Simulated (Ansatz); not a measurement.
A run for Ansatz (an electronic-structure program): R-CCSD(T)/def2-SVPD on H6OSi2 (SMILES [SiH3]O[SiH3]).

Ansatz 0.2 input:
```yaml
crystal:
  periodic: [false, false, false]
  atoms:
    - {symbol: O, position_ang: [0.00000280, -0.00000106, -0.47330631]}
    - {symbol: Si, position_ang: [1.59921091, 0.01861279, -0.03636206]}
    - {symbol: H, position_ang: [1.90104305, 1.23566939, 0.77265840]}
    - {symbol: H, position_ang: [2.42698167, 0.02833487, -1.27215851]}
    - {symbol: H, position_ang: [1.92931889, -1.19116775, 0.77254782]}
    - {symbol: Si, position_ang: [-1.59921344, -0.01861420, -0.03639223]}
    - {symbol: H, position_ang: [-2.42697192, -0.02833225, -1.27219623]}
    - {symbol: H, position_ang: [-1.92932366, 1.19114625, 0.77254773]}
    - {symbol: H, position_ang: [-1.90104828, -1.23564805, 0.77266139]}
basis:
  gaussian:
    orbitals: def2-SVPD
magnetization: {spin_polarized: false}
correlation: {method: ccsd_t, electrons: outside_noble_gas}
scf: {lower_state_search: off}
```

Program output:

```
WARN ansatz: RAYON_NUM_THREADS=4 ignored (pool sized by the plan → 4); use --threads N
Functional definition: HF
these checks for a lower state are left out or cut short: stability, starts, cluster_reference, orbital_swaps, neighbouring_geometries, increment
integrals: 0.21 GiB planned
1155 factors; integrals over basis functions are off by at most 9.2e-4 eV
mean field: 0.37 GiB planned
mean field evaluation 1: about -17849.6241 eV, gradient 3.5e1 eV
mean field evaluation 2: about -17849.6413 eV, gradient 3.5e1 eV
mean field evaluation 4: about -17852.3167 eV, gradient 3.0e0 eV
mean field evaluation 8: about -17852.3538 eV, gradient 6.6e-2 eV
mean field -17852.35381469 eV, -656.0619019298 hartree, gradient 8.7e-7 eV, S^2 0.000000; 0 other end points of the search recorded, 0 dependent functions left out
11 core orbitals not correlated
reference -17852.35381469 eV, -656.0619019298 hartree; 10, 10 occupied and 98, 98 virtual orbitals, 1155 factors
second order -11.08576037 eV of doubles, -0.00000000 eV of singles
coupled cluster: 0.66 GiB planned
cycle   1  -11.86985298 eV  change   -7.8e-1 eV  update   9.3e-2
cycle   2  -12.28508477 eV  change   -4.2e-1 eV  update   2.8e-2
cycle   3  -12.38225477 eV  change   -9.7e-2 eV  update   1.3e-2
cycle   4  -12.37647069 eV  change    5.8e-3 eV  update   2.6e-3
cycle   5  -12.37600759 eV  change    4.6e-4 eV  update   8.9e-4
cycle   6  -12.37618475 eV  change   -1.8e-4 eV  update   2.4e-4
cycle   7  -12.37607133 eV  change    1.1e-4 eV  update   8.0e-5
cycle   8  -12.37604893 eV  change    2.2e-5 eV  update   2.4e-5
perturbative correction -0.30357810 eV, -0.0111562893 hartree
Total energy: -17865.03344171 eV, -656.5278696284 hartree
Checks for a lower state left out: stability, starts, cluster_reference, orbital_swaps, neighbouring_geometries, increment
```

The run converged.

Cost: around 7 core-seconds (rough).
